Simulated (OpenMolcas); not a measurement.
Fe3+: effect of the IPEA shift

* Program: OpenMolcas
* Basis: ANO-RCC-VTZP [6s5p3d2f1g]
* Scalar Hamiltonian: DKH2, point nucleus
* Active space: 5 electrons in 10 orbitals (3d 4d)
* State averaging: 2S+1 = 6 even, 1 root; 2S+1 = 4 even, 24 roots; 2S+1 = 2 even, 53 roots
* Spin-orbit coupling: RASSI with atomic mean-field integrals over the reference wave functions, term energies averaged over their components

Methods on the same reference wave functions:
A. CASSCF
B. MS-CASPT2, IPEA 0 Eh, imaginary shift 0.1 Eh (closed shells correlated: 3s 3p)
C. MS-CASPT2, IPEA 0.25 Eh, imaginary shift 0.1 Eh (closed shells correlated: 3s 3p)

Energies in cm-1 above 3d5 6S 5/2, the measured ground level; measured values from Corliss and Sugar, J. Phys. Chem. Ref. Data 11, 135 (1982).

```json
{"Level": "3d5 6S 5/2", "A": "0.0", "B": "0.0", "C": "0.0", "Measured": "0.0"}
{"Level": "3d5 4G 5/2", "A": "35904", "B": "33420", "C": "33520", "Measured": ""}
{"Level": "3d5 4G 7/2", "A": "35945", "B": "33470", "C": "33560", "Measured": ""}
{"Level": "3d5 4G 9/2", "A": "35978", "B": "33510", "C": "33600", "Measured": ""}
{"Level": "3d5 4G 11/2", "A": "35991", "B": "33520", "C": "33610", "Measured": "32246"}
{"Level": "3d5 4P 5/2", "A": "41085", "B": "36890", "C": "37100", "Measured": "35254"}
{"Level": "3d5 4P 3/2", "A": "41140", "B": "36950", "C": "37160", "Measured": "35333"}
{"Level": "3d5 4P 1/2", "A": "41211", "B": "37030", "C": "37240", "Measured": "35407"}
{"Level": "3d5 4D 7/2", "A": "44676", "B": "40050", "C": "40260", "Measured": "38779"}
{"Level": "3d5 4D 1/2", "A": "44712", "B": "40100", "C": "40300", "Measured": "38897"}
{"Level": "3d5 4D 3/2", "A": "44791", "B": "40190", "C": "40390", "Measured": ""}
{"Level": "3d5 4D 5/2", "A": "44825", "B": "40220", "C": "40430", "Measured": ""}
{"Level": "3d5 2I 11/2", "A": "51319", "B": "48910", "C": "49090", "Measured": ""}
{"Level": "3d5 2I 13/2", "A": "51406", "B": "49010", "C": "49190", "Measured": ""}
{"Level": "3d5 2D 5/2 [66 %]", "A": "57528", "B": "51710", "C": "52140", "Measured": "49542"}
{"Level": "3d5 2D 3/2", "A": "58123", "B": "52200", "C": "52630", "Measured": "50051"}
{"Level": "3d5 2F 7/2(1)", "A": "59233", "B": "53690", "C": "54070", "Measured": "51394"}
{"Level": "3d5 4F 9/2", "A": "59670", "B": "54480", "C": "54660", "Measured": "52621"}
{"Level": "3d5 4F 7/2", "A": "59684", "B": "54500", "C": "54690", "Measured": "52695"}
{"Level": "3d5 4F 3/2", "A": "59865", "B": "54610", "C": "54810", "Measured": ""}
{"Level": "3d5 2H 9/2", "A": "62674", "B": "58330", "C": "58640", "Measured": "56058"}
{"Level": "3d5 2H 11/2", "A": "62928", "B": "58770", "C": "59070", "Measured": "56369"}
{"Level": "3d5 2G 7/2", "A": "65138", "B": "59380", "C": "59740", "Measured": "57408"}
{"Level": "3d5 2G 9/2", "A": "65359", "B": "59780", "C": "60130", "Measured": "57721"}
```

Deviations, from unrounded energies. A percentage is the sum of absolute deviations over the sum of measured energies, with the sign that they share, or ± where signs differ.

```csv
Against measurement,Levels,A,B,C
mean absolute deviation (cm-1),15,6600,1800,2100
other terms of the ground configuration (%),15,+14.2,+3.9,+4.5
```

B lies closest to measurement on these levels and A furthest from it. The largest miss of B in the table is 3d5 2H 11/2, by +2400 cm-1. The ranking rests on the paired levels alone, and a cruder setting can come out closer through cancelling errors.

Between B and C the level of the table that moves most is 3d5 2D 3/2, by 430 cm-1 (lowest in B, highest in C). Moves below CASPT2's spread within the term are not significant.

The mean deviations of B to C differ by less than CASPT2's widest spread within a term (450 cm-1), so their order carries little weight.

From A to B the spin-free energies of the other terms of 3d5 shown, above 6S, scale by factors of 0.90 to 0.95, as is usual when dynamic correlation screens the repulsion within a d or f shell.

The lowest spin-free term lies below A's lowest term by 0.340 hartree in B, 0.333 hartree in C.

Term energies are means over components that CASPT2 splits; among the terms shown or strongly mixed into the levels shown the widest spread is 450 cm-1 (3d5 2H, C). Some levels mix across a computed gap that differs much from the measured one, so their mixing is not that of the real levels. Active for correlation alone: 4d; no level in the range computed is led by a configuration that fills it, so any true level of that kind is missing. Without dynamic correlation excited terms often stand tens of per cent too high (terms of higher spin than the ground term too low), and those without a measured partner can miss by more than the paired ones (holds for A). Measured partners are found by configuration, term and J. A level has none where our copy of the source lacks it or the pairing is in doubt (some pairs that miss far off the trend of their configuration count as doubtful), and it then counts in no deviation. Levels of configurations outside the active space are missing. Levels that lie high or do not pair safely by name in every column are left out.

A share in square brackets marks a mixed level and gives the weight of the term that names it, the lowest over the columns. A number in round brackets counts repeated terms of one configuration in the order of the reference energies.
